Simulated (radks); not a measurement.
Question: Species: Er4+. Configuration: [Kr] 4d10 4f11 5s1 5p6 (not the ground configuration). Method: Dirac Kohn-Sham, exchange-only B88, spin-unpolarised, spherical densities, finite nucleus; open shells fill j = l - 1/2 first; Fermi nuclear charge, rms radius 5.2516 fm; computed with a radial shooting solver on a logarithmic mesh with Libxc functionals. Some entries of the table are withheld. Estimate them.

orbital  occ.  eigenvalue (eV)  <r> (bohr)
1s1/2       2        -57349.84     0.02037
2s1/2       2              (1)     0.08590
2p1/2       2        -9214.918     0.07146
2p3/2       4        -8297.749     0.07874
3s1/2       2        -2204.850      0.2249
3p1/2       2              (2)      0.2146
3p3/2       4              (3)      0.2283
3d3/2       4        -1468.925      0.2012
3d5/2       6        -1426.827      0.2055
4s1/2       2        -474.3003      0.5078
4p1/2       2        -394.2195      0.5167
4p3/2       4        -350.7740      0.5480
4d3/2       4        -218.7914      0.5758
4d5/2       6        -210.8758      0.5869
5s1/2       1         -96.6504         (4)
5p1/2       2         -73.8119       1.337
5p3/2       4         -67.5539       1.424
4f5/2       6         -51.6075      0.7453
4f7/2       5         -50.4318      0.7563

Answer: 
(1) 2s1/2 eigenvalue (eV): -9670.510
(2) 3p1/2 eigenvalue (eV): -2004.608
(3) 3p3/2 eigenvalue (eV): -1812.004
(4) 5s1/2 <r> (bohr): 1.213
